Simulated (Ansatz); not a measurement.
System: sum formula SiHS (charge +1, singlet). It need not be the lowest isomer of its formula. 
Structure (B3LYP-D3(BJ)/def2-TZVP (Ansatz, a quantum-chemistry and plane-wave program) minimum search):
```xyz
3

Si     0.9711    -0.5809     0.0183
S     -0.7579     0.5467    -0.0113
H     -1.4692    -0.6142    -0.0767
```
Charge +1, spin multiplicity 1.

Give the harmonic wavenumbers at B3LYP-D3(BJ)/def2-TZVP (Ansatz, finite differences of forces, unscaled).

510, 611, 2546 cm⁻¹. Zero-point energy 5.2 kcal/mol.

From these and the geometry, give the ideal-gas thermochemistry at 298.15 K and 1 atm (rigid rotor, harmonic oscillator).

Point group Cs, rotational symmetry number 1. Rotational constants 278.4, 7.814, 7.601 GHz. S(trans) 38.25, S(rot) 20.50, S(vib) 1.06, S(elec, spin only) 0.00, S 59.8 cal/(mol K). H(298) - H(0) 2.60 kcal/mol; G - E(el) -10.0 kcal/mol.
